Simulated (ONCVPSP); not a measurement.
## Before and after: ONCV potential for Tc (Z = 43)

| Item | Value |
| --- | --- |
| Element | Tc |
| Generator | ONCVPSP 4.0.1 |
| Type | optimised norm-conserving Vanderbilt (ONCV) |
| Functional | BLYP |
| Relativity | fully relativistic |
| Frozen core | [Ar] 3d10 |
| Valence charge | 15 |
| Reference configuration | 4s2 4p6 4d5 5s2 |
| Partial waves | 4s+5s: rc 1.40 bohr, ncon 3, nbas 6, qcut 8.1 1/bohr, 3 projectors, debl 2.1 Ha; 4p: rc 1.70 bohr, ncon 3, nbas 7, qcut 7.5 1/bohr, 2 projectors, debl 3.4 Ha; 4d: rc 1.70 bohr, ncon 4, nbas 8, qcut 7.8 1/bohr, 2 projectors, debl 3.9 Ha |
| Local potential | polynomial inside 1.15 bohr (lpopt 5, dvloc0 -1 Ha) |
| Core correction | Teter function, fcfact 2.25, rcfact 1.15 |

Open shells are filled in proportion to 2j + 1.

Change: scalar-relativistic.

Cutoffs: the cutoffs (Ha) at which the residual kinetic energy of the hardest occupied pseudo-wave falls to 1 and 0.1 mHa per electron; they do not see the model core or the augmentation charge, which bear on the density cutoff. Errors are all-electron minus pseudo energies relative to the spin-unpolarised reference configuration.

Task: What does the change do?

Result: The potential gets neither clearly harder nor softer (25 Ha and 29 Ha → 25 Ha and 29 Ha); of the 4 tests that both files solve, the error grows in 2 and shrinks in 2 by more than 15 % and 0.3 meV (median size 0.5 → 1.8 meV); neither file shows a bound ghost.

```tsv
quantity	base	changed
cutoff, loose	25 Ha	25 Ha
cutoff, tight	29 Ha	29 Ha
loose cutoff by channel	s 25 Ha, p 14 Ha, d 22 Ha	s 25 Ha, p 13 Ha, d 22 Ha
bound ghosts	none	none
GHOST(+) flags under 300 eV	none	none
error for 4s2 4p6 4d5 5s1, meV [ΔE 8.12 eV]	+0.1	-1.3
error for 4s2 4p6 4d5 5s0, meV [ΔE 23.09 eV]	0.0	-3.8
error for 4s2 4p6 4d4 5s0, meV [ΔE 51.70 eV]	+3.5	-2.3
error for 4s2 4p6 4d5 5s1 5p1, meV [ΔE 3.75 eV]	+0.8	+0.3
s: phases at 1.42 bohr within 0.05 rad from the reference energy up to (Ha; the scan ends near 5)	to the end of the scan	to the end of the scan
rms error of d²Exc/dni dnj with the model core, mHa	5.76	1.72
```
